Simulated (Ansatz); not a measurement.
Basis sets compared for `Sc1ccc(-c2ccc(-c3ccc(S)[se]3)[se]2)[se]1`. Total charge 0; singlet. Geometry PBE-D4/def2-SVP. Ansatz on 2 threads of AMD EPYC 7R13 on a shared host and a share (18 GiB) of an NVIDIA H100 80GB HBM3; times are rough, and most runs start from earlier orbitals.

Cartesian coordinates in Å:
```
S -0.805 3.183 -6.272
C -0.511 2.157 -4.873
C -0.044 0.854 -4.810
C 0.073 0.319 -3.496
C -0.293 1.157 -2.450
C -0.288 0.910 -1.035
C -0.682 1.745 0.008
C -0.557 1.212 1.315
C -0.057 -0.085 1.404
C 0.182 -0.891 2.569
C 0.703 -2.176 2.665
C 0.823 -2.716 3.976
C 0.400 -1.880 4.997
S 0.380 -2.144 6.736
Se -0.227 -0.235 4.311
Se 0.315 -0.750 -0.336
Se -0.857 2.839 -3.146
H -0.389 2.266 -7.190
H 0.216 0.280 -5.711
H 0.431 -0.706 -3.316
H -1.067 2.759 -0.177
H -0.838 1.786 2.212
H 1.007 -2.743 1.772
H 1.224 -3.722 4.170
H 0.860 -3.418 6.675
```

Single mean-field runs in def2-TZVP are fitted with def2-universal-jkfit.

Binding counts from free atoms (S triplet, C triplet, Se triplet, H doublet) in the same basis, without a counterpoise term.

```
           level  functions  energy (Eh)  HOMO (eV)  LUMO (eV)  binding per atom (eV)  wall time
 PBE-D4/def2-SVP        340   -8459.6994      -4.36      -2.55                   5.01      8.5 s
PBE0-D4/def2-SVP        340   -8460.0070      -5.22      -2.06                   4.86        8 s
```

Q: Estimate the rows for PBE-D4/def2-TZVP, PBE0-D4/def2-TZVP (with forces).

A: 
```csv
level,functions,energy (Eh),HOMO (eV),LUMO (eV),binding per atom (eV),wall time
PBE-D4/def2-TZVP,638,-8461.3454,-4.47,-2.70,4.95,8.5 s
PBE0-D4/def2-TZVP (with forces),638,-8461.6482,-5.26,-2.16,4.80,7.5 s
```
